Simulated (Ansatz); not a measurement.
Diatomic CdTe, closed-shell singlet (lowest of 2S+1 = 1, 3 at CCSD(T)/def2-TZVPP on PBE0 minima; our sources give no spin for the ground state, which may be another). No spin–orbit coupling.

The constants come from a fifth-degree fit in 1/R (seven points, main isotopes). Runs in def2 and cc sets follow the lowest solution found near the PBE0 minimum. The singlet is held restricted. HF and MP2 rows in def2 and cc sets belong to the determinant that coupled cluster picked by its CCSD energy.

Correlated levels freeze the inner cores; with def2 sets outer-core shells near the valence are correlated too. CBS: X⁻³ extrapolation of the correlation energy, Hartree–Fock from the larger set.

Programs: Ansatz (Gaussian orbitals). Each number belongs to the level named beside it. In def2 rows elements past Kr take small-core potentials, without spin–orbit coupling.

### Question
What bond length and harmonic frequency does HF/def2-TZVPP give?

### Answer
r_e = 2.604 Å, ω_e = 186 cm⁻¹.

### Question
What bond length and harmonic frequency does MP2/CBS(def2-TZVPP, def2-QZVPP) give?

### Answer
r_e = 2.488 Å, ω_e = 226 cm⁻¹.

### Question
What bond length and harmonic frequency does CCSD(T)/CBS(def2-TZVPP, def2-QZVPP) give?

### Answer
r_e = 2.527 Å, ω_e = 212 cm⁻¹.

Doubts at one or more of the structures used: a restricted determinant that unrestricted orbitals would lower (HF/def2-TZVPP, MP2/CBS(def2-TZVPP, def2-QZVPP), CCSD(T)/CBS(def2-TZVPP, def2-QZVPP)).

Ansatz is a quantum-chemistry and plane-wave program.
